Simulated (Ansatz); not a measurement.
`CC[O][SbH][O]C`, charge 0, multiplicity 1.

Give a relaxed structure at PBE0-D4/def2-TZVP (Ansatz). (Estimate.)

Computed: 
Cartesian coordinates in Å:
```
C 0.763 0.538 -2.555
C 0.213 0.852 -1.181
O -0.275 -0.307 -0.535
Sb 0.925 -1.298 0.662
O 0.424 -0.424 2.333
C -0.937 -0.303 2.682
H 1.634 -0.121 -2.486
H 1.071 1.452 -3.068
H 0.005 0.037 -3.161
H -0.630 1.548 -1.264
H 0.977 1.363 -0.577
H -0.262 -2.542 0.782
H -1.412 -1.285 2.803
H -1.502 0.260 1.931
H -0.994 0.230 3.634
```
This is one stationary point; other conformers may exist.
